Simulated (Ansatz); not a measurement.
**A relaxation, step by step**

CH5FZn, closed shell, PBE0-D4/def2-TZVP (Ansatz 0.2.0). Settings:

```yaml
hamiltonian: {xc: pbe0, dispersion: d4}
relax: {f_tol: 0.005, max_steps: 200}
```

Start, a step off a saddle point along its unstable mode:

```
8
angstrom
Zn 0.2026 -0.0777 -0.4931
F -1.3316 -0.0128 -2.0715
C 0.1978 0.1119 1.4243
H -0.5566 -0.1408 -2.2406
H 0.7610 -0.3056 -1.9932
H -0.7694 0.2987 1.8770
H 0.8757 0.9321 1.6628
H 0.6204 -0.8059 1.8344
```

| step | energy less the last (meV) | largest force component (eV/Å) |
| --- | --- | --- |
| 1 | 1209.8 | 13.411 |
| 2 | 171.0 | 0.702 |
| 3 | 124.3 | 0.949 |
| 4 | 71.7 | 0.755 |
| 5 | 24.8 | 0.377 |
| 6 | 15.9 | 0.272 |
| 7 (rejected trial) | 27.8 | 1.173 |
| 8 | 6.8 | 0.293 |
| 9 | 2.9 | 0.102 |
| 10 | 1.2 | 0.038 |
| 11 (rejected trial) | 9.3 | 0.857 |
| 12 | 0.8 | 0.029 |
| 13 | 0.3 | 0.004 |
| 14 (rejected trial) | 1.4 | 0.274 |
| 15 | 0.3 | 0.096 |
| 16 (rejected trial) | 0.3 | 0.093 |
| 17 | 0.0 | 0.008 |
| 18 | 0.0 | 0.001 |
| 19 | 0.0 | 0.005 |

Step 2, positions (Å) and forces (eV/Å):

```tsv
atom	x	y	z	Fx	Fy	Fz
Zn1	0.272	-0.089	-0.505	0.702	-0.069	0.326
F2	-1.500	0.017	-2.019	-0.673	0.104	0.077
C3	0.206	0.110	1.418	-0.014	-0.001	-0.033
H4	-0.634	-0.140	-2.347	0.467	-0.117	-0.507
H5	0.949	-0.327	-1.940	-0.377	0.056	0.015
H6	-0.778	0.297	1.844	-0.059	0.006	-0.023
H7	0.870	0.935	1.689	-0.021	0.025	0.071
H8	0.615	-0.802	1.860	-0.025	-0.004	0.074
```

Step 4, positions (Å) and forces (eV/Å):

```
atom       x       y       z      Fx      Fy      Fz
 Zn1   0.402  -0.105  -0.485   0.281  -0.032   0.083
  F2  -1.534   0.022  -2.015   0.640  -0.140  -0.484
  C3   0.233   0.108   1.436   0.047  -0.005   0.011
  H4  -0.676  -0.142  -2.422  -0.755   0.149   0.411
  H5   0.902  -0.325  -1.979  -0.136   0.023   0.038
  H6  -0.790   0.291   1.771   0.020  -0.010  -0.068
  H7   0.859   0.944   1.762  -0.053  -0.020   0.007
  H8   0.604  -0.794   1.933  -0.045   0.035   0.002
```

Step 15, positions (Å) and forces (eV/Å):

```
atom       x       y       z      Fx      Fy      Fz
 Zn1   0.511  -0.109  -0.363  -0.015   0.006   0.035
  F2  -1.674  -0.015  -2.599   0.080  -0.012   0.007
  C3   0.328   0.106   1.551   0.020  -0.005  -0.019
  H4  -0.748  -0.139  -2.489  -0.096   0.014  -0.014
  H5   0.710  -0.289  -1.901   0.018  -0.004  -0.006
  H6  -0.715   0.285   1.820  -0.009   0.001  -0.007
  H7   0.922   0.952   1.905   0.001   0.000   0.002
  H8   0.666  -0.791   2.076   0.001   0.000   0.002
```

Last step (19):

```
8
angstrom
Zn 0.5126 -0.1088 -0.3566
F -1.6800 -0.0165 -2.6185
C 0.3317 0.1056 1.5560
H -0.7576 -0.1375 -2.5004
H 0.7127 -0.2892 -1.8955
H -0.7125 0.2850 1.8223
H 0.9244 0.9519 1.9109
H 0.6688 -0.7905 2.0820
```

Hardware: 4 CPU threads of an Intel Xeon, shared host. Wall time about 61 s.
